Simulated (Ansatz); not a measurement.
Calculated with Ansatz (gas phase, PBE0-D4/def2-TZVP geometries, no zero-point term in ΔE). CCSD(T)/CBS adds triple-zeta CCSD(T) − MP2 to the extrapolated MP2 energy (def2 sets, frozen cores). This one scheme is used for every species. Functionals use def2-TZVPP. For Zn outer-core shells are correlated without core-valence functions, which leaves a few kJ/mol of doubt a bond. Scalar relativity is left out up to krypton. One conformer a species, not always the lowest.

Consider the ligand exchange at the Si–C bond: `[SiH3]C[O][ZnH]` + `OBCl` → `[SiH3]OBCl` + `C[O][ZnH]`.

```json
{"level": "PBE", "ΔE (kJ/mol)": "-79.7"}
{"level": "HF/def2-QZVPP", "ΔE (kJ/mol)": "-126.6"}
{"level": "SCS-MP2/def2-QZVPP", "ΔE (kJ/mol)": "-107.2"}
{"level": "CCSD/CBS(def2)", "ΔE (kJ/mol)": "-102.1"}
```

Q: What does CCSD(T)/CBS give? (Best estimate.)

A: Ansatz gave: -97.8 kJ/mol. The listed levels differ from it by 18.1, -28.8, -9.4, -4.3 kJ/mol.

Largest T1 diagnostic among the species: 0.017.

In def2-TZVPP, CCSD(T) changes the Hartree–Fock value by +27.2 kJ/mol (the triples alone add +4.4 kJ/mol) and MP2 by +23.0 kJ/mol. From PBE to PBE0 (25 % exact exchange), in def2-TZVPP and without D4, ΔE moves by −7.5 kJ/mol.
